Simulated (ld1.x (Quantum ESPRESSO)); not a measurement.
**Which change was made? (I, TM)**

ld1.x (Quantum ESPRESSO) 7.5 input, shortened:

```
&input
   title='I', zed=53., rel=2, dft='PBESOL', iswitch=3,
   config='[Kr] 4d10 5s2 5p5', rel_dist='average'
 /
 &inputp
   pseudotype=2, tm=.true., lloc=1,
   nlcc=.true., new_core_ps=.true.
 /
3
5S  1  0   2.00   0.00  1.55  1.55  0.0
4D  3  2  10.00   0.00  1.15  1.15  0.0
5P  2  1   5.00   0.00  2.05  2.05  0.0
 &test
   configts(1)='4d10 5s2 5p5'
 /
```

Open shells are filled in proportion to 2j + 1 (rel_dist='average').

Cutoffs, loose and tight: the cutoffs (Ry, on a coarse ladder) from which the occupation-weighted sum of valence levels, in a spherical-Bessel basis at the reference potential, stays within 10 and 1 mRy of its value at 400 Ry. They do not see the model core or the augmentation charge, which bear on the density cutoff. Test errors are all-electron minus pseudo excitation energies from the reference, over the configurations 4d10 5s2 5p4; 4d10 5s2 5p3; 4d10 5s2 5p2; 4d9 5s2 5p5; 4d10 5s2 5p4.5; 4d10 5s1 5p6; 4d10 5s1 5p5; variants that change the core or the reference have their own tests.

The base gives: outcome: generated, misses its reference levels by 0.69 eV; cutoff, loose: 120 Ry; cutoff, tight: 200 Ry; bound ghosts: none; largest test error (meV): -435.

Q: After one change the result is: outcome: generated, misses its reference levels by 0.69 eV; cutoff, loose: 100 Ry; cutoff, tight: 160 Ry; bound ghosts: s; largest test error (meV): -692. Which change was it?
A. all radii but the core radius scaled by about 1.18 (s 1.82, p 2.42, d 1.36 bohr)
B. all radii but the core radius scaled by about 1.38 (s 2.14, p 2.84, d 1.58 bohr)
C. all radii but the core radius scaled by about 0.80 (s 1.24, p 1.62, d 0.92 bohr)
D. all radii but the core radius scaled by about 0.89 (s 1.38, p 1.84, d 1.02 bohr)

A: B. The others give: all radii but the core radius scaled by about 0.89 (s 1.38, p 1.84, d 1.02 bohr) → outcome: generated, misses its reference levels by 0.70 eV; cutoff, loose: 140 Ry; cutoff, tight: 230 Ry; bound ghosts: none; largest test error (meV): -315 | all radii but the core radius scaled by about 1.18 (s 1.82, p 2.42, d 1.36 bohr) → outcome: generated, misses its reference levels by 0.69 eV; cutoff, loose: 110 Ry; cutoff, tight: 180 Ry; bound ghosts: none; largest test error (meV): -273 | all radii but the core radius scaled by about 0.80 (s 1.24, p 1.62, d 0.92 bohr) → outcome: generated, misses its reference levels by 0.72 eV; cutoff, loose: 160 Ry; cutoff, tight: 260 Ry; bound ghosts: s; largest test error (meV): -228.
